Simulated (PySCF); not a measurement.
**Radial density of Rb⁺ (rubidium, charge +1)**

UHF, [Kr], closed-shell 1S. Calculation: PySCF 2.14, in aug-cc-pwCVTZ-X2C with one added diffuse shell each of s, p, d, f type (11s10p8d4f, 109 functions); the spin-free X2C one-electron Hamiltonian (Gaussian nucleus).

| r (bohr) | 4πr²ρ (e/bohr) |
| --- | --- |
| 0.0434 | 41.08 |
| 0.0731 | 40.94 |
| 0.123 | 55.58 |
| 0.207 | 37.22 |
| 0.348 | 36.88 |
| 0.585 | 27.79 |
| 0.984 | 7.437 |
| 1.65 | 5.339 |
| 2.78 | 0.9252 |
| 4.68 | 0.01616 |

Densities and radii are taken from the X2C orbitals without a picture-change correction, which distorts them close to the nucleus.
